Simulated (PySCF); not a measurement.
C4H9NSi, SMILES C#CCC[SiH2]N. Atoms are numbered in the order given.

```xyz
15

C     -0.4954     3.6755     0.0000
C      0.0378     2.5875     0.0000
C      0.6520     1.2599     0.0000
C     -0.3720     0.1056     0.0000
Si     0.4267    -1.6145     0.0000
N     -0.6678    -2.9602     0.0000
H     -0.9620     4.6420     0.0000
H      1.3144     1.1747     0.8803
H      1.3144     1.1747    -0.8803
H     -1.0308     0.1946     0.8814
H     -1.0308     0.1946    -0.8814
H      1.2782    -1.7239    -1.2230
H      1.2782    -1.7239     1.2230
H     -1.1974    -3.1897     0.8354
H     -1.1974    -3.1897    -0.8354
```

Geometry optimised at B3LYP-D3(BJ)/def2-SVP. This is a generated structure with no PubChem entry under its InChIKey; it may be hypothetical. Other conformers were not sampled.

The numbers are results of PySCF with PBE/def2-TZVP, not measurements.

Isolated molecule, no solvent.

Computed frontier levels, gap, dipole moment and polarisability:
```yaml
highest_occupied_level: -5.86 eV
lowest_empty_level: -0.42 eV
orbital_gap: 5.44 eV
dipole_moment: 1.56 D
quadrupole, principal values (traceless, Buckingham form, about the centre of nuclear charge): -5.97, 0.57, 5.40 D·Å
mean_static_polarisability: 83.2 bohr³ (12.32 Å³)
polarisability_principal_values: 64.2, 70.2, 115.1 bohr³
```
